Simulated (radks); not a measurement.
Valence configurations of Cr IV (all share [Ar]). Calculated with a radial shooting solver on a logarithmic mesh with Libxc functionals: scalar-relativistic Kohn-Sham, PBE, spin-unpolarised, spherical densities, point nucleus. Energies are relative to 3d3; eigenvalues in eV.

valence          E (eV)    e(3d)    e(4p)    e(4s)
3d3               0.000  -39.121        -        -
3d2.5 4s0.5       5.559  -42.487        -  -30.309
3d2 4s1          12.206  -46.036        -  -31.607
3d2 4p1          18.899  -47.053  -25.495        -
3d1 4s2          29.060  -53.618        -  -34.231
3d1.5 4p1.5      30.384  -51.235  -26.826        -
3d1 4s1.5 4p0.5  32.618  -54.105  -27.373  -34.498
3d1 4s1 4p1      36.185  -54.588  -27.621  -34.761
3d1 4s0.5 4p1.5  39.758  -55.066  -27.865  -35.019
3d1 4p2          43.338  -55.541  -28.104        -

NIST lists [Ar] 3d3 as the ground configuration; this level of theory agrees among the configurations tried. The energies are those of spherical spin-averaged densities, not of single terms.
